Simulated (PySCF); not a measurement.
Simulated Si 2p region for `C/N=C/[SiH]([SiH3])[SiH3]`, binding energy against the vacuum level.

Every computed line was given a Gaussian of 0.4 eV full width at half maximum and an area set by the number of equivalent atoms (split 2:1 within a doublet); the highest printed point is 100. Computed with delta-SCF UKS SCAN, pcX-2 on the ionised atom, pcseg-1 elsewhere, spin-free X2C in PySCF.

binding energy (eV), intensity and a bar:
```
    105.4          0 
    105.5          1 
    105.6          5 #
    105.7         14 ####
    105.8         33 ##########
    105.9         59 ##################
    106.0         85 #########################
    106.1        100 ##############################
    106.2         95 ############################
    106.3         72 ######################
    106.4         49 ###############
    106.5         39 ############
    106.6         43 #############
    106.7         50 ###############
    106.8         48 ##############
    106.9         37 ###########
    107.0         21 ######
    107.1          8 ##
    107.2          2 #
    107.3          1
```

Task: How many maxima does the curve show, and how many computed lines lie under it?

Result: The curve has 2 maxima (at 106.1 and 106.7 eV). Under it lie 4 lines from 2 inequivalent silicon sites, each drawn as a 2p3/2, 2p1/2 pair. At this width some lines have no maximum of their own.

Task: Decompose the envelope and assign each component. Numbering: `[CH3:1]/[N:2]=[CH:3]/[SiH:4]([SiH3:5])[SiH3:6]`.

Result: 
```
position (eV)  relative area      line    atoms   environment
       105.96           0.67  Si 2p3/2      Si4   SiH silicon
       106.18           1.33  Si 2p3/2  Si5/Si6  SiH3 silicon
       106.58           0.33  Si 2p1/2      Si4   SiH silicon
       106.80           0.67  Si 2p1/2  Si5/Si6  SiH3 silicon
```

The 2 Si 2p3/2 values lie within 0.22 eV of each other.

No satellites, vibrations or lifetime broadening are included. Topologically equivalent atoms share the value of their first member; where this conformer doesn't relate them by symmetry, their own values could differ. Spin–orbit and ligand-field terms were added within each 2p shell after the spin-free SCF. 2p1/2 minus 2p3/2 (ligand field included): Si 0.62 eV. Geometry: PBE0-D3(BJ)/def2-SVP, one conformer, isolated molecule.

Conformer computed: `[CH3:1]/[N:2]=[CH:3]/[SiH:4]([SiH3:5])[SiH3:6]`: N2–C3–Si4–Si5 -8°.
